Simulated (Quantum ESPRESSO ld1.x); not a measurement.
Ionisation ladder of technetium, from Tc XXX to Tc XXXV. Each ion is in the ground configuration listed by NIST, and IE = E(next ion) - E(this ion). Method: Dirac Kohn-Sham, LDA (Slater exchange, Perdew-Zunger correlation), spin-unpolarised, spherical densities, point nucleus; open shells fill j = l - 1/2 first; computed with ld1.x of Quantum ESPRESSO 7.5.

species    configuration  IE, Delta-SCF (eV)  -e(HOMO) (eV)   HOMO  IE, NIST (eV)       kind  error (eV)
Tc XXX      [Ne] 3s2 3p2              1639.6         1606.8  3p1/2           1638  semi-emp.        +1.6
Tc XXXI     [Ne] 3s2 3p1              1705.4         1672.5  3p1/2           1689  semi-emp.       +16.4
Tc XXXII        [Ne] 3s2              1840.3         1809.2  3s1/2           1838  semi-emp.        +2.3
Tc XXXIII       [Ne] 3s1              1900.2         1871.0  3s1/2         1900.3  semi-emp.        -0.1
Tc XXXIV            [Ne]              4504.4         4414.7  2p3/2           4505  semi-emp.        -0.6
Tc XXXV     [He] 2s2 2p5              4685.2         4594.4  2p3/2           4681  semi-emp.        +4.2

Reference values: NIST Atomic Spectra Database (exp. = measured, semi-emp. = semi-empirical, theory = theoretical value adopted there). The ionisation energy per charge of the ion left behind rises most, in proportion, at Tc XXXIV ([Ne]), from 57.581 to 132.48 eV. Against the entries that are not theoretical the mean signed error is +0.2 % and the largest +1.0 %. Spin polarisation and multiplet splitting are left out, so open shells lie too high by an amount that depends on their filling.

Beside tabulated values, note that spin-unpolarised runs miss the spin-polarisation part of the exchange energy of open shells.
